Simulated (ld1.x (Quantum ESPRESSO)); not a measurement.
# What one change does to a pseudopotential (boron (B), TM)

* Element: B
* Generator: ld1.x (Quantum ESPRESSO) 7.5
* Type: norm-conserving Troullier–Martins (Kleinman–Bylander form)
* Functional: Wu–Cohen
* Relativity: scalar-relativistic
* Frozen core: [He]
* Valence charge: 3
* Reference configuration: 2s2 2p0 (charge +1)
* Partial waves: 2s (bound): rc 1.40 bohr; 2p (bound, empty): rc 3.40 bohr; 3d channel at -0.2 Ry: rc 3.70 bohr
* Local potential: the d channel
* Core correction: none

Change: wave 3d channel at -0.2 Ry: rc 3.70 bohr becomes 3d channel at 6.67 Ry: rc 3.70 bohr.

Cutoffs: the cutoffs (Ry, on a coarse ladder) from which the occupation-weighted sum of valence levels, in a spherical-Bessel basis at the reference potential, stays within 10 and 1 mRy of its value at 400 Ry; they do not see the model core or the augmentation charge, which bear on the density cutoff. Errors are all-electron minus pseudo energies relative to the spin-unpolarised reference configuration.

What does the change do?

The potential gets neither clearly harder nor softer (21 Ry and 55 Ry → 21 Ry and 55 Ry); a bound ghost appears in p, s, which as a rule spoils a file; the number of tests that count goes from 7 to 2; the range in which the s phases agree narrows (upper end -0.2 → -1.3).

| quantity | base | changed |
| --- | --- | --- |
| cutoff, loose | 21 Ry | 21 Ry |
| cutoff, tight | 55 Ry | 55 Ry |
| bound ghosts | none | s, p |
| tests counted (converged, no solver errors) | 7 of 7 | 2 of 7 |
| error for 2s1 2p0, meV [ΔE 25.30 eV] | +30 | -155 |
| error for 2s1 2p1, meV [ΔE 6.15 eV] | -15 | -21 |
| s: phases at 3.99 bohr within 0.05 rad from the reference energy up to (Ry; the scan ends near 5) | -0.2 | -1.3 |
| p: phases at 3.99 bohr within 0.05 rad from the reference energy up to (Ry; the scan ends near 5) | -0.1 | -0.9 |
| d: phases at 3.99 bohr within 0.05 rad from the reference energy up to (Ry; the scan ends near 5) | 1.4 | n/a |

Changed file: Tests not counted: 2s2 2p1 (solver errors, printed error -45.2 eV); 2s2 2p0.5 (solver errors, printed error -1.3 eV); 2s2 2p1.3 (solver errors, printed error -50.9 eV); 2s1 2p2 (solver errors, printed error -53.4 eV); 2s0 2p3 (solver errors, printed error -45.6 eV). A true bound ghost makes a file unfit for plane-wave use even where its test errors are small: the radial tests pick states by their node count and pass the ghost by. Where a test does run into it, the solver fails or the error is huge.
